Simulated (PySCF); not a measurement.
# Electron correlation in Al (aluminium, neutral)

[Ne] 3s1 3p2, high-spin 4P determinant (an excited configuration). All numbers are calculated (PySCF 2.14, scalar relativity by spin-free X2C-1e, in aug-cc-pCVTZ-DK with one added diffuse shell each of s, p, d, f type (9s8p6d4f, 91 functions)). Frozen: [Ne]; 3 electrons correlated.

```csv
level,correlation energy (mhartree)
CCSD,-14.50
(T),-0.15
CCSD(T),-14.65
```

Diagnostics: T1 = 0.0042, D1 = 0.0092, largest double amplitude 0.050.

Cost of the coupled-cluster step: roughly 4 core-seconds, for 3 correlated electrons.
